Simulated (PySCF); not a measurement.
O2Se, SMILES [Se](=O)=O (connectivity only; charge and spin as stated), charge +1, multiplicity 2.

Coordinates come from a B3LYP-D3(BJ)/def2-TZVP optimisation. The geometry has at least one imaginary mode, so it is a saddle point at that level. The multiplicity is an assumed one; other spin states were not compared.

Method: PySCF with TDA-PBE0/def2-SVPD.

Vertical excitations. Gas-phase values at a fixed geometry.

```csv
state,energy (eV),λ (nm),f,main pairs
root 1,0.82,1518,0.003,β HOMO→LUMO 91 %
root 2,1.03,1202,0.000,β HOMO−1→LUMO 99 %
root 3,3.04,408,0.000,"α HOMO−1→LUMO 51 %, β HOMO−1→LUMO+1 47 %"
root 4,3.05,406,0.000,"α HOMO−2→LUMO 6 %, β HOMO→LUMO+1 93 %"
root 5,3.77,328,0.007,"α HOMO→LUMO 24 %, β HOMO−3→LUMO 73 %"
root 6,3.79,328,0.003,"β HOMO−4→LUMO 80 %, β HOMO−1→LUMO+1 15 %"
root 7,3.85,322,0.000,"α HOMO→LUMO 74 %, β HOMO−3→LUMO 24 %"
root 8,3.93,315,0.008,β HOMO−2→LUMO 96 %
root 9,4.01,309,0.000,"α HOMO−2→LUMO 92 %, β HOMO→LUMO+1 7 %"
root 10,5.32,233,0.000,"α HOMO−3→LUMO 51 %, β HOMO−3→LUMO+1 47 %"
```
Unrestricted roots are not spin-pure.
